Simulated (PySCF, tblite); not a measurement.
Isomers of C7H9N3, one GFN2-xTB conformer each. Single-point energies are computed at PBE0/pcSseg-1 (PySCF, gas phase, no added dispersion term), electronic only.

```csv
SMILES,GFN2-xTB relative energy (kJ/mol)
CCCn1nccc1C#N,0.0
C#Cc1nn(CC)nc1C,89.0
```

Conformers: `[CH3:1][CH2:2][CH2:3][n:4]1[n:5][cH:6][cH:7][c:8]1[C:9]#[N:10]` with C1–C2–C3–N4 66°, C2–C3–N4–N5 -98°; `[CH:1]#[C:2][c:3]1[n:4][n:5]([CH2:6][CH3:7])[n:8][c:9]1[CH3:10]` with N4–N5–C6–C7 -88°.

Problem. What does PBE0/pcSseg-1 give for the same structures?

Solution. 
| SMILES | PBE0/pcSseg-1 E (Eh) | PBE0/pcSseg-1 (kJ/mol) | GFN2-xTB (kJ/mol) | point group |
| --- | --- | --- | --- | --- |
| CCCn1nccc1C#N | -435.82268 | 0.0 | 0.0 | C1 |
| C#Cc1nn(CC)nc1C | -435.76712 | 145.9 | 89.0 | C1 |

Both levels put the same isomer lowest. As drawn, the lower has a C≡N group, which the higher lacks; the higher has a C≡C bond, which the lower lacks.

Problem. Which frontier levels, dipoles and rotational constants go with these structures?

Solution. 
| SMILES | HOMO (eV, PBE0/pcSseg-1) | LUMO (eV) | dipole (D) | A, B, C (MHz) |
| --- | --- | --- | --- | --- |
| CCCn1nccc1C#N | -7.72 | -1.23 | 2.26 | 1686, 1340, 854.7 |
| C#Cc1nn(CC)nc1C | -6.89 | -0.53 | 0.96 | 2558, 906.5, 715.3 |

Problem. What happens when harmonic zero-point energies from GFN2-xTB frequencies are added?

Solution. 
```tsv
SMILES	ZPE (kJ/mol)	electronic (kJ/mol)	with ZPE (kJ/mol)
CCCn1nccc1C#N	398.3	0.0	0.0
C#Cc1nn(CC)nc1C	390.8	145.9	138.4
```

The zero-point energies span 7.5 kJ/mol. The order is unchanged.
